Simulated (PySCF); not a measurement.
Computed IR spectrum (relative IR intensity) of a molecule C4H9O, multiplicity 2. The structure is a stationary point at PBE-D3(BJ)/def2-SVP. The values are those of a single conformer. The numbers are results of PBE-D3(BJ)/def2-SVP run with PySCF, not measurements. Harmonic, unscaled wavenumbers; measured fundamentals usually lie a few per cent lower.

Lines under 2 % of the strongest are left out, and lines within 2 cm⁻¹ are merged.

| ν (cm⁻¹) | relative intensity |
|---|---|
| 98 | 2.8 |
| 134 | 12 |
| 229 | 3.5 |
| 423 | 100 |
| 533 | 16 |
| 737 | 8.7 |
| 834 | 9.1 |
| 846 | 9.0 |
| 935 | 7.3 |
| 975 | 3.0 |
| 1046 | 2.9 |
| 1096 | 38 |
| 1139 | 5.9 |
| 1206 | 6.7 |
| 1233 | 58 |
| 1246 | 3.9 |
| 1271 | 6.7 |
| 1307 | 40 |
| 1342 | 10 |
| 1352 | 6.2 |
| 1403 | 3.1 |
| 1420 | 18 |
| 1432 | 13 |
| 2722 | 46 |
| 2776 | 89 |
| 2953 | 19 |
| 2960 | 83 |
| 2964 | 96 |
| 3000 | 5.9 |
| 3017 | 55 |
| 3048 | 91 |
| 3058 | 63 |

Question: Identify the compound among the candidates.
A) CCCC[O]
B) CC[CH]CO
C) C[CH]OCC
D) CCC[CH]O

Answer: A, CCCC[O]
